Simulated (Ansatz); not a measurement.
Calculated with Ansatz (gas phase, PBE0-D4/def2-TZVP geometries, no zero-point term in ΔE). CBS: MP2 limit from def2 TZ/QZ plus the TZ coupled-cluster correction, frozen cores. def2 core potentials past Kr. For Sn, Ta outer-core shells are correlated without core-valence functions, which leaves a few kJ/mol of doubt a bond. Each species was taken in one conformer, which may not be the lowest.

Consider the redistribution: `[CH3][Ta]([NH2])(=[S])[Cl]` + `F[CH2][SnH3]` → `[NH2][Ta]([F])(=[S])[Cl]` + `C[CH2][SnH3]`.

| species | CCSD(T)/CBS(def2) energy (Eh) |
| --- | --- |
| `[CH3][Ta]([NH2])(=[S])[Cl]` | -1010.37366 |
| `F[CH2][SnH3]` | -354.83026 |
| `[NH2][Ta]([F])(=[S])[Cl]` | -1070.37365 |
| `C[CH2][SnH3]` | -294.92046 |

(1) Work out ΔE.

Largest T1 diagnostic among the species: 0.020.

## Answers

(1) ΔE = (-1070.37365) + (-294.92046) − (-1010.37366) − (-354.83026) = -0.09019 Eh = -56.6 kcal/mol.

From BLYP to BHLYP (50 % exact exchange), in def2-TZVPP and without D4, ΔE moves by −1.2 kcal/mol. At CCSD(T), def2-SVP lies −2.4 kcal/mol from the extrapolated value and def2-TZVPP +0.1 kcal/mol. Leaving LDA and LC-ωPBE aside and taking each functional with its dispersion term where it has one, the values, not all of them listed here, spread over 2.1 kcal/mol, from B97M-V to PBE-D4.
